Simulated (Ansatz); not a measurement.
Gas-phase electronic energies from Ansatz, PBE0-D4/def2-TZVP geometries. CCSD(T)/CBS is the MP2 limit (def2-TZVPP, def2-QZVPP) plus CCSD(T) − MP2 in def2-TZVPP, frozen cores. This one scheme is used for every species. Functionals use def2-TZVPP. B3LYP here is the variant with VWN-RPA as its local correlation; programs differ in this. HSE06 is defined as in plane-wave codes. For Ge outer-core shells are correlated without core-valence functions, which leaves a few kJ/mol of doubt a bond. Scalar relativity is left out up to krypton. One conformer a species, not always the lowest.

Reaction (ligand exchange at a Ge–F bond): `[F][Ge]([F])([Cl])[Cl]` + H₂S → `[F][Ge]([SH])([Cl])[Cl]` + H–F

```tsv
level	ΔE (kJ/mol)	difference from CCSD(T)/CBS
PBE-D4	-1.1	-3.2
revPBE-D4	-2.9	-5.0
BLYP-D4	6.1	4.0
r2SCAN-D4	10.3	8.2
B97M-V	17.0	14.9
PBE0-D4	-1.1	-3.2
B3LYP-D4	6.3	4.2
r2SCANh-D4	8.8	6.7
r2SCAN0-D4	7.1	5.0
HSE06-D4	-1.3	-3.4
BHLYP-D4	9.0	6.9
CAM-B3LYP-D4	15.0	12.9
ωB97X-V	13.7	11.6
ωB97M-V	9.7	7.6
PBE-QIDH	4.1	2.0
PBE	4.5	2.4
revPBE	6.5	4.4
BLYP	17.1	15.0
r2SCAN	11.6	9.5
PBE0	3.9	1.8
B3LYP	15.6	13.5
r2SCANh	10.3	8.2
r2SCAN0	8.8	6.7
HSE06	3.6	1.5
BHLYP	18.3	16.2
LC-ωPBE	13.7	11.6
RPA@PBE/def2-TZVPP	13.5	11.4
HF/def2-SVP	27.5	25.4
MP2/def2-SVP	21.9	19.8
CCSD/def2-SVP	26.5	24.4
HF/def2-TZVPP	28.9	26.8
MP2/def2-TZVPP	2.7	0.6
CCSD/def2-TZVPP	13.0	10.9
CCSD(T)/def2-TZVPP	9.9	7.8
HF/def2-QZVPP	31.7	29.6
MP2/def2-QZVPP	-0.8	-2.9
SCS-MP2/def2-QZVPP	8.5	6.4
HF/CBS(def2)	32.1	30.0
MP2/CBS(def2)	-5.1	-7.2
CCSD/CBS(def2)	5.3	3.2
CCSD(T)/CBS	2.1	0
```

(1) What do rigid-rotor, harmonic-oscillator terms from PBE0-D4/def2-TZVP frequencies (298.15 K, 1 bar) make of the CCSD(T)/CBS value? (Best estimate.)

Largest T1 diagnostic among the species: 0.011.

Results:

(1) Ansatz gave: ΔZPE = +3.3 kJ/mol, ΔH = +7.4 kJ/mol, ΔS = 1 J/(mol·K), ΔG = +7.1 kJ/mol.

Leaving LDA and LC-ωPBE aside and taking each functional with its dispersion term where it has one, the values spread over 20.0 kJ/mol, from revPBE-D4 to B97M-V. LDA lies −4.4 kJ/mol from PBE without D4. At CCSD(T), def2-SVP lies +23.0 kJ/mol from the extrapolated value and def2-TZVPP +7.8 kJ/mol.
